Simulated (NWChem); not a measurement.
Species: AlH$_{2}$ cation; SMILES [AlH2+]

```xyz
3

Al     0.0000     0.0000     0.0000
H      0.0000     0.0000    -1.5536
H      0.0000     0.0000     1.5536
```
Atoms are numbered in this order, from 1.

Program: NWChem. Pople sets run with spherical d functions. Geometry: optimised at PBE0-D3(BJ)/def2-TZVP. Isotropic indirect couplings, all four terms, static geometry, non-relativistic.

For level B3LYP/IGLO-III:

| Property | Value |
|---|---|
| J(27Al atom 1, 1H atom 2) (Hz) | 603.3 |
| J(1H atom 2, 1H atom 3) (Hz) | 165.5 |

What are these values for level B3LYP/6-31G**?


| Item | Result |
|---|---|
| J(27Al atom 1, 1H atom 2) (Hz) | 477.7 |
| J(1H atom 2, 1H atom 3) (Hz) | 155.4 |
